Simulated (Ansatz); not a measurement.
Reactions of H4O2Si, SMILES `O[SiH2]O`.

Isolated molecules relaxed with PBE0-D4/def2-TZVP in Ansatz; ΔE leaves out vibrations. CBS: MP2 limit from def2 TZ/QZ plus the TZ coupled-cluster correction, frozen cores. This one scheme is used for every species, atoms too. No spin–orbit coupling; open shells (•) take unrestricted orbitals. Spin–orbit coupling would lower the free atoms: a little for Cl, F. def2 core potentials past Kr. Bonds to Te are less sure, by a few kJ/mol each and by 10 to 20 or more in all where they break to atoms, as the def2 sets lack core-valence functions. One conformer a species, not always the lowest.

Order these by ΔE at CCSD(T)/CBS, lowest first. (Best estimate.)
A. `O[SiH2]O` + F• → `[O][SiH2]O`• + H–F
B. `O[SiH2]O` + H₂Te → `O[SiH2][TeH]` + H₂O
C. `O[SiH2]O` + Cl• → `[O][SiH2]O`• + HCl
D. `O[SiH2]O` + `O[SiH2][SiH3]` → `O[SiH2]O[SiH2][SiH3]` + H₂O

A (-0.63 eV), D (-0.23 eV), B (+0.46 eV), C (+0.88 eV).

Largest T1 diagnostic: 0.019, for `[O][SiH2]O`•.
